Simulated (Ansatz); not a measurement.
The same path of C4H7FSi (13 atoms, charge 0, multiplicity 1) was run twice with different band settings. The coordinate that changes most is the dihedral F5–C4–Si6–H13.

Theory: RKS PBE0/STO-3G (Ansatz).

Relaxed end points:

```xyz
13
Properties=species:S:1:pos:R:3
C -1.233 -0.845 -1.605
C -0.340 -0.703 -0.642
C 1.037 -0.980 -0.151
C 0.000 -0.229 0.745
F -0.529 -0.937 1.826
Si 0.244 1.627 1.033
H -2.261 -0.482 -1.498
H -0.989 -1.334 -2.555
H 1.889 -0.421 -0.554
H 1.275 -2.017 0.113
H 1.061 1.835 2.205
H 0.902 2.183 -0.124
H -1.036 2.267 1.222
```

```xyz
13
Properties=species:S:1:pos:R:3
C -0.996 -0.813 -1.775
C -0.280 -0.703 -0.671
C 0.958 -1.068 0.069
C -0.151 -0.195 0.739
F -0.922 -0.807 1.729
Si 0.198 1.648 1.009
H -1.990 -0.361 -1.866
H -0.634 -1.363 -2.651
H 1.914 -0.600 -0.192
H 1.052 -2.107 0.405
H 1.106 2.093 -0.019
H -1.033 2.397 0.932
H 0.797 1.844 2.307
```

Common settings: spring 5.0 eV/Å²; optimiser quadratic models (default); start path through a guess of the saddle point; force threshold 0.05 eV/Å; iteration limit 60; end points relaxed.

| run | movable images | climbing image |
| --- | --- | --- |
| 1 | 7 | yes |
| 2 | 4 | no |

(1) What does each run give, and how far can it be trusted?

Answers

(1) Run 1: converged after 7 iterations, highest image 0.037 eV above the first end. A vibrational analysis at the climbing image gives one clearly imaginary mode, 82i cm⁻¹: a first-order saddle point.
Run 2: converged after 7 iterations, highest image 0.034 eV above the first end. No image climbed, so the highest image needn't sit at the top of the path.
Limits of this set-up: minimal basis.
